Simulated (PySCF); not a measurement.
Al2Cl6.
SMILES with atom numbers: `[Cl:1][Al-:2]1([Cl:3])[Cl+:4][Al-:5]([Cl:6])([Cl:7])[Cl+:8]1`

Linear response at PBE0/aug-cc-pVTZ (PySCF, frozen core in the response, non-relativistic). Isolated species at its PBE0-D3(BJ)/def2-TZVP geometry, gas phase.

Static isotropic polarisability: 121.95 au (18.07 Å³), principal values 105.0, 125.2, 135.6 au.

(1) What is the polarisability at 1064 nm and at the sodium D line?

(2) What is the isotropic C6 coefficient between two such molecules, C6 = (3/π)∫α(iω)² dω?

(3) Which effective excitation energy ω̄ makes London's formula C6 = (3/4)α²ω̄ exact here?

(4) What three-body coefficient follows from the one-pole estimate C9 = (3/4)·α·C6?

(5) What n − 1 at the D line would an ideal gas of it have at 273.15 K and 1 atm (2.6868 × 10¹⁹ cm⁻³), by n − 1 = 2π·N·α′?

(6) How anisotropic is the static polarisability, by Δα² = ½[(α1 − α2)² + (α2 − α3)² + (α3 − α1)²]?

Answers

(1) 123.00 au at 1064 nm (+0.9 %), 125.47 au at 589.3 nm (+2.9 %). The rise at 589.3 nm is 3.35 times that at 1064 nm; a pure ω² law gives 3.26. The lowest singlet lies at 173 nm, shorter than both wavelengths.

(2) 5748 au (Eh·bohr⁶) by a ten-point quadrature over imaginary frequencies, which is 3430 eV·Å⁶ or 331 J·nm⁶/mol.

(3) ω̄ = 4·C6/(3α²) = 0.515 Eh = 14.0 eV. A one-pole form α(ω) = α/(1 − ω²/ω̄²) fitted to the 1064 nm value gives 12.6 eV.

(4) 526000 au. This is an estimate from the two numbers above, not a computed integral.

(5) 31.39 × 10⁻⁴, a formal value whether or not that pressure can be reached.

(6) Δα = 26.9 au, or 0.22 of the isotropic value.
